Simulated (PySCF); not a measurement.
C3H7NSi, SMILES C=C=CN[SiH3]. Atoms are numbered in the order given.

```xyz
12

C     -0.7707     2.4414     0.0000
C      0.1758     1.5343     0.0000
C      1.1319     0.6243     0.0000
N      0.9493    -0.7626     0.0000
Si    -0.5989    -1.5786     0.0000
H     -1.1904     2.8439    -0.9323
H     -1.1904     2.8439     0.9323
H      2.1768     0.9589     0.0000
H      1.8042    -1.3046     0.0000
H     -1.4049    -1.2353     1.2069
H     -0.2729    -3.0322     0.0000
H     -1.4049    -1.2353    -1.2069
```

The structure is a stationary point at B3LYP-D3(BJ)/def2-SVP. The structure was generated by enumeration, and PubChem lists no compound with its InChIKey, so it may never have been made. Other conformers were not sampled.

Two levels are set side by side: PBE/pcSseg-1 (PySCF) and HF/pcSseg-1 (PySCF). GIAO shifts against NH3 (¹⁵N), TMS (²⁹Si), TMS (¹H), TMS (¹³C) at the same level; non-relativistic, no solvent, atoms listed together averaged. Differences are taken from unrounded values.

| quantity | PBE |
|---|---|
| δ(¹³C) of C1 (ppm) | 96.2 |
| δ(¹³C) of C2 (ppm) | 220.7 |
| δ(¹³C) of C3 (ppm) | 110.9 |
| δ(¹⁵N) of N4 (ppm) | 45.4 |
| δ(²⁹Si) of Si5 (ppm) | -60.9 |
| δ(¹H) of H6, H7 (ppm) | 6.16 |
| δ(¹H) of H8 (ppm) | 6.67 |
| δ(¹H) of H9 (ppm) | 1.48 |

### Question
These are the PBE values. What does HF give? (An estimate is asked for; the answer gives what the named calculation found.)

### Answer

```json
[
 {"quantity": "δ(¹³C) of C1 (ppm)", "HF": "93.4", "PBE minus HF": "2.8"},
 {"quantity": "δ(¹³C) of C2 (ppm)", "HF": "223.7", "PBE minus HF": "-3.0"},
 {"quantity": "δ(¹³C) of C3 (ppm)", "HF": "113.0", "PBE minus HF": "-2.1"},
 {"quantity": "δ(¹⁵N) of N4 (ppm)", "HF": "21.3", "PBE minus HF": "24.1"},
 {"quantity": "δ(²⁹Si) of Si5 (ppm)", "HF": "-55.5", "PBE minus HF": "-5.3"},
 {"quantity": "δ(¹H) of H6, H7 (ppm)", "HF": "5.91", "PBE minus HF": "0.26"},
 {"quantity": "δ(¹H) of H8 (ppm)", "HF": "6.80", "PBE minus HF": "-0.13"},
 {"quantity": "δ(¹H) of H9 (ppm)", "HF": "1.41", "PBE minus HF": "0.07"}
]
```

Rough cost on one machine, each run with all the roots and properties that it gave: HF against PBE within a factor of 2.
